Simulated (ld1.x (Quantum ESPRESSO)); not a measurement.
Results of a calculation; reference values are marked as such.
Hardness and transferability of assorted potentials

Generated with ld1.x 7.5 (TM, RRKJ, ultrasoft, PAW), atompaw 4.2 or ONCVPSP 4.0.1. The cutoff is in Ry: for ld1.x and atompaw files where the sum of valence levels is converged to 10 mRy in a Bessel basis, for ONCV files where the hardest occupied wave has 1 mHa per electron of residual kinetic energy. The error is the largest all-electron minus pseudo excitation energy over each file’s own four to seven test configurations (ionisations up to +4, promotions, holes and added fractions of an electron), all of which were solved. The labels leave out finer settings (local radius, basis sizes, second energies), which also bear on the numbers. Spin-polarised tests are not counted. The rows are a selection from randomly drawn settings: files with unsolved tests, undetermined cutoffs or missed reference levels are left out.

A true bound ghost makes a file unfit for plane-wave use even where its test errors are small: the radial tests pick states by their node count and pass the ghost by.

```tsv
element	potential	cutoff (Ry)	largest error (meV)	bound ghosts
N	TM, LDA (PZ), scalar-relativistic, rc 0.95/1.25 (sp), local s, core correction no, reference 2s2 2p2.75	70	+74	none
Ti	RRKJ, PBE, fully relativistic, rc 2.95/4.82/2.35 (spd), local s, core correction yes, reference 3d2 4s2 4p0	30	-204	none
Ti	TM, LDA (PZ), scalar-relativistic, rc 2.10/3.20/2.15 (spd), local s, core correction yes, reference 3d2 4s1.75 4p0.25	50	-160	none
Tc	TM, LDA (PZ), scalar-relativistic, rc 2.90/3.20/1.35 (spd), local p, core correction yes, reference 4d5 5s1 5p1	55	-211	none
Ag	PAW, PBE, scalar-relativistic, rc 2.10/3.00/1.50 (spd), local smoothed, core correction yes, reference 4d9 5s2 5p0	50	-634	none
In	RRKJ, PBE, fully relativistic, rc 2.30/2.00/1.55 (spd), local s, core correction no, reference 4d10 5s2 5p1	70	-183	none
Pt	TM semilocal, LDA (PZ), scalar-relativistic, rc 2.25/1.20/1.80 (spd), local p, core correction yes, reference 5p6 5d7 6s0 6p0	120	+72	none
Bi	TM, LDA (PZ), fully relativistic, rc 2.00/2.05 (sp), local s, core correction no, reference 6s2 6p3	30	+139	none
```

(1) Fill in the row for Mn: TM, LDA (PZ), scalar-relativistic, rc 2.00/3.05/1.20 (spd), local d, core correction yes, reference 3d5 4s0.5 4p0.

Answers

(1) cutoff 140 Ry, largest error -413 meV, bound ghosts: s, p.
